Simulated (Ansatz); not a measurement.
```yaml
crystal:
  periodic: [false, false, false]
  atoms:
    - {symbol: Cu, position_ang: [0.370780, 0.990671, 1.016739]}
    - {symbol: Cu, position_ang: [-0.765634, 0.044016, -1.250944]}
    - {symbol: Te, position_ang: [1.482261, 2.843797, -0.255892]}
    - {symbol: Te, position_ang: [1.329647, 1.051660, -2.273388]}
    - {symbol: Te, position_ang: [-0.436725, -2.393416, -0.172405]}
    - {symbol: Te, position_ang: [-1.956705, -2.109300, 2.047230]}
    - {symbol: Te, position_ang: [3.120959, -0.940767, -1.357411]}
    - {symbol: Te, position_ang: [-2.972348, 1.058973, -0.626692]}
    - {symbol: Te, position_ang: [1.832319, -1.262118, 0.999237]}
    - {symbol: Te, position_ang: [-2.004545, 0.716475, 1.873506]}
basis:
  gaussian: {orbitals: def2-TZVP, initial_orbitals: start.molden}
hamiltonian: {xc: pbe0, dispersion: d4}
scf: {omitted_lower_state_checks: [starts]}
output: {forces: true, orbitals: {seedname: orbitals}}
```

The file start.molden holds the orbitals of an earlier run on this structure, at another level or in another basis.

```sh
$ ansatz run in.yaml --threads 4 --pin off --events-out ev --progress --plain --max-ram 6963MiB
```

Q: Does this run fit into the memory that it is given?

A: No. It has 490 basis functions, and Ansatz plans for 9 GiB where 7 GiB are given.
